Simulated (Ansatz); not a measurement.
`N[SiH2]F` + `[SH][GeH3]` → `N[SiH2][S][GeH3]` + H–F at 700 K and 1 bar (ligand exchange at the Si–F bond).

Calculated with Ansatz (gas phase, PBE0-D4/def2-TZVP geometries, no zero-point term in ΔE). CBS: MP2 limit from def2 TZ/QZ plus the TZ coupled-cluster correction, frozen cores. This one scheme is used for every species. For Ge outer-core shells are correlated without core-valence functions, which leaves a few kJ/mol of doubt a bond. Scalar relativity is left out up to krypton. One conformer a species, not always the lowest.

```csv
species,CCSD(T)/CBS energy (Eh),H − E (kJ/mol),S (J/(mol·K))
`N[SiH2]F`,-446.07709,173.7,359.9
`[SH][GeH3]`,-2476.30083,133.1,357.0
`N[SiH2][S][GeH3]`,-2821.95198,269.6,521.3
H–F,-100.39570,45.2,198.5
```

H − E and S are ideal-gas, rigid-rotor, harmonic terms from PBE0-D4/def2-TZVP, for one conformer and one mirror image of each species. 1 Eh = 2625.50 kJ/mol, R = 8.31446 J/(mol·K).

Task: By hand: ΔE, ΔH, ΔS and ΔG.

Result: ΔE = (-2821.95198) + (-100.39570) − (-446.07709) − (-2476.30083) = 0.03024 Eh = 79.4 kJ/mol. Δ(H − E) = 269.6 + 45.2 − 173.7 − 133.1 = 8.0, so ΔH = 87.4 kJ/mol. ΔS = 521.3 + 198.5 − 359.9 − 357.0 = 2.9 J/(mol·K). ΔG = 87.4 − 700 × (2.9)/1000 = 85.4 kJ/mol.

Task: By hand: the equilibrium constant, and the temperature at which ΔG would vanish if ΔH and ΔS stayed fixed.

Result: log₁₀ K = −ΔG/(RT ln 10) = -6.4. ΔG = 0 at ΔH/ΔS = 30138 K, far beyond where these terms or the molecules hold.

The number of gas molecules stays the same, so ΔS is small and ΔH decides. A doubt of 5 kJ/mol in ΔE shifts log₁₀ K by 0.4 here. Other conformers and mirror images would add mixing entropy, several J/(mol·K) or more a flexible species. Modes under 60 cm⁻¹, often nearly free rotors, make the harmonic entropy too high. These are equilibria of isolated gas molecules and say nothing of rates. Largest T1 diagnostic: 0.011 (customary marks: 0.02 for closed shells, 0.045 for open ones).
